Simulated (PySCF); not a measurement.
# Diatomics of Sc with the chalcogens

PBE0 with triple-zeta basis sets in PySCF, for the lowest determinant that a PBE0 search found; no spin–orbit coupling. De refers to high-spin ground-configuration atoms. A positive dipole means M(−)Sc(+).

```json
{"M": "O", "basis": "x2c-TZVPPall", "state (unpaired electrons)": "doublet (σ ↑)", "Re (Å)": "1.648", "ωe (cm⁻¹)": "1028", "De (eV)": "6.94", "μ (D)": "3.78"}
{"M": "S", "basis": "def2-TZVPP", "state (unpaired electrons)": "doublet (σ ↑)", "Re (Å)": "2.119", "ωe (cm⁻¹)": "591", "De (eV)": "5.02", "μ (D)": "5.44"}
{"M": "Se", "basis": "x2c-TZVPPall", "state (unpaired electrons)": "doublet (σ ↑)", "Re (Å)": "2.250", "ωe (cm⁻¹)": "439", "De (eV)": "4.37", "μ (D)": "5.70"}
```

The shortest bond is that of ScO (1.648 Å), the longest that of ScSe (2.250 Å). ScO is bound most strongly (6.94 eV) and ScSe least (4.37 eV).

The rows differ in basis set, which adds steps of its own.

Down a group the atoms grow and get heavier, so bonds lengthen and wavenumbers fall; this series shows no clear exception.

The metal atom is held in its measured ground configuration; semilocal functionals can put another filling of s and d lower by some tenths of an eV, and De to that atom would be smaller. Spin–orbit coupling is left out. The state is the lowest single determinant that the PBE0 search found; with open d or f shells the true ground state can be another one.
